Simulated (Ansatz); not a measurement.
Ideal-gas functions of `C#C[S][GaH][F]` at 800 K and 1 bar, from an Ansatz frequency run at PBE0-D4/def2-TZVP.

Molar mass 146.83 g/mol, point group Cs (symmetry number 1), electronic degeneracy 1, moments of inertia 111.973, 273.713, 385.685 u Å². Harmonic wavenumbers (cm⁻¹, unscaled): 73, 88, 173, 348, 365, 437, 448, 580, 618, 682, 695, 737, 2050, 2174, 3483.

Use S(trans) = R[1.5 ln M + 2.5 ln T − 1.1517]; rotational temperatures θ = 24.2544 K / I; S(rot) = R[ln(√π/σ · √(T³/θAθBθC)) + 1.5]; for each mode x = 1.438777 ν̃/T, S = R[x/(eˣ − 1) − ln(1 − e⁻ˣ)] and H = RT x/(eˣ − 1); 1 cm⁻¹ = 0.0119627 kJ/mol; R = 8.31446 J/(mol·K).

Problem. By hand: the entropy, in J/(mol·K).

Solution. Translation 191.6. Rotation: θ = 0.2166, 0.0886, 0.0629 K, giving 128.5. Vibration, mode by mode: 25.20, 23.65, 18.06, 12.35, 11.96, 10.53, 10.33, 8.33, 7.85, 7.12, 6.98, 6.55, 1.00, 0.83, 0.12, in all 150.9. Electronic 0.0. Sum 471.0 J/(mol·K).

Problem. By hand: H − E and G − E in kJ/mol, counted from the electronic energy.

Solution. Zero-point energy ½ × 12951 × 0.0119627 = 77.5; thermal vibration 54.8; translation, rotation and pV give 4 RT = 26.6. H − E = 158.9 kJ/mol, and G − E = 158.9 − 800 × 471.0/1000 = -217.9 kJ/mol.

Vibration gives 32 % of the entropy, 48.9 J/(mol·K) of it from the modes under 150 cm⁻¹: soft modes count most, and the harmonic formula is weakest for them. The sum counts one conformer and one mirror image; others add a mixing term.
